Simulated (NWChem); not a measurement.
# CH$_{2}$AlNO; SMILES O=C=[N][AlH2]

```xyz
6

Al     0.0000     0.0000     1.7257
H      0.0000     1.3990     2.4576
H      0.0000    -1.3990     2.4576
N      0.0000     0.0000    -0.0561
C      0.0000     0.0000    -1.2580
O      0.0000     0.0000    -2.4260
```
Atoms are numbered in this order, from 1.

Program: NWChem. The geometry was optimised at PBE0/def2-SVP. Ions are spin-unrestricted doublets at the neutral geometry; other ion states weren't tried.

For level PBE/def2-SVP:

* **vertical ionisation energy, ΔSCF (eV)**: 9.99
* **−ε(HOMO) (eV)**: 6.88

Question: How do the values read with level CAM-B3LYP/def2-SVP instead?

Answer: 
- vertical ionisation energy, ΔSCF (eV): 10.62
- −ε(HOMO) (eV): 9.54
